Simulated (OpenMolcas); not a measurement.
## What quartet InSiH3OF costs in OpenMolcas

InSiH3OF has 7 atoms, charge 0, and is taken as a quartet. SMILES of the parent species: `[F][In][O][SiH3]`. The coordinates come from a PBE0-D4/def2-TZVP relaxation. This is one conformer, not always the lowest. That shape belongs to the parent species and isn't relaxed for this state.

| atom | x (Å) | y (Å) | z (Å) |
| --- | --- | --- | --- |
| F | -0.1335 | -2.4475 | 1.8206 |
| In | -0.7612 | -2.2484 | -0.0282 |
| O | -0.4754 | -0.4617 | -0.8491 |
| Si | 0.1868 | 0.9487 | -0.3462 |
| H | 0.0759 | 1.9370 | -1.4527 |
| H | -0.5182 | 1.4888 | 0.8505 |
| H | 1.6255 | 0.7830 | 0.0051 |

Program: OpenMolcas 26.06. Hardware: 1 thread of AMD EPYC 7R43 (Zen 3), shared host, so times are rough. Two-electron integrals are exact unless an approximation is named.

(1) Estimate their order by wall time, quickest first.
A. energy at UHF/def2-SVP (core potential)
B. energy at UBLYP/def2-SVP (core potential), grid UltraFine
C. energy at UHF/STO-3G
D. energy at UBHLYP/def2-SVP (core potential), grid UltraFine

## Answers

(1) C (5.7 s), A (19 s), D (72 s), B (3.3 min).
